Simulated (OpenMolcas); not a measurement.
**Mn3+: effect of the basis set**

```yaml
Program: OpenMolcas 26.06
Method: "SS-RASPT2, IPEA 0.25 Eh, imaginary shift 0.1 Eh (closed shells correlated: 3s)"
Active_space: 10 electrons in 8 orbitals (RAS1 3p, at most 2 holes; RAS2 3d)
State_averaging: 2S+1 = 5 even, 5 roots; 2S+1 = 3 even, 45 roots; 2S+1 = 1 even, 44 roots
Spin-orbit_coupling: state interaction with AMFI integrals over the reference wave functions, term energies averaged over their components
```

A. ANO-RCC-VTZP [6s5p3d2f1g], DKH2, point nucleus; CASPT2 step roughly 50 core-seconds
B. ANO-R2 [7s4p4d2f1g], X2C, finite nucleus; CASPT2 step of the order of 80 core-seconds
C. ANO-RCC-VQZP [7s6p4d3f2g1h], DKH2, point nucleus; CASPT2 step of the order of 100 core-seconds

Energies in cm⁻¹ above 3d⁴ ⁵D₀, the measured ground level; measured values from Corliss and Sugar, J. Phys. Chem. Ref. Data 6, 1253 (1977).

```tsv
Level	A	B	C	Measured
3d⁴ ⁵D₀	0.0	0.0	0.0	0.0
3d⁴ ⁵D₁	106	105	104	99.0
3d⁴ ⁵D₂	313	308	306	287
3d⁴ ⁵D₃	610	602	598	552
3d⁴ ⁵D₄	988	975	969	886
3d⁴ ³P₀(1)	21140	21280	20950	20654
3d⁴ ³H₄	21630	21760	21260	21281
3d⁴ ³P₁(1)	21780	21910	21580	21279
3d⁴ ³H₅	21860	21980	21480	21475
3d⁴ ³H₆	22110	22230	21720	21679
3d⁴ ³P₂(1)	22880	23000	22670	22325
3d⁴ ³F₂(1)	23410	23560	23180	22791
3d⁴ ³F₃(1)	23500	23650	23270	22862
3d⁴ ³F₄(1)	23640	23780	23400	22959
3d⁴ ³G₃	26210	26340	25890	25440
3d⁴ ³G₄	26480	26610	26160	25671
3d⁴ ³G₅	26700	26830	26380	25878
3d⁴ ¹G₄(1)	32370	32530	31930	
3d⁴ ¹I₆	32510	32700	31980	
3d⁴ ³D₃	32620	32780	32360	31385
3d⁴ ³D₂	32710	32870	32450	31474
3d⁴ ³D₁	32800	32950	32540	31581
3d⁴ ¹S₀	35390	35580	35070	
3d⁴ ¹D₂	40780	40990	40440
```

Deviations, from unrounded energies. A percentage is the sum of absolute deviations over the sum of measured energies, with the sign that they share, or ± where signs differ.

```
                        Against measurement  Levels      A     B     C
             mean absolute deviation (cm-1)      19    580   680   360
      fine structure of the ground term (%)       4  +10.6  +9.1  +8.4
other terms of the ground configuration (%)      15   +2.9  +3.5  ±1.8
```

C lies closest to measurement on these levels and B furthest from it. The largest miss of C in the table is 3d⁴ ³D₃, by +980 cm-1. The ranking rests on the paired levels alone, and a cruder setting can come out closer through cancelling errors.

Among A to C the level of the table that moves most is 3d⁴ ¹I₆, by 720 cm-1 (lowest in C, highest in B). Moves below CASPT2's spread within the term are not significant.

Term energies are means over components that CASPT2 splits; among the terms shown or strongly mixed into the levels shown the widest spread is 240 cm-1 (3d⁴ ¹G(1), C). Active for correlation alone: 3p; no level in the range computed is led by a configuration that opens it, so any true level of that kind is missing. The CASPT2 spread within a term exceeds the gap to the next term for 3d⁴ ¹G(1) and 3d⁴ ¹I, so the order of their levels is uncertain (holds for C). Computed and measured levels are paired by configuration, term and J; levels that our copy of the source lacks, or whose pairing is in doubt (as where it misses far off the trend of its configuration), stay unpaired and out of the deviations. Only configurations of the active space appear. The table leaves out levels that lie high or whose names do not pair safely across all columns.

A number in round brackets counts repeated terms of one configuration in the order of the reference energies.
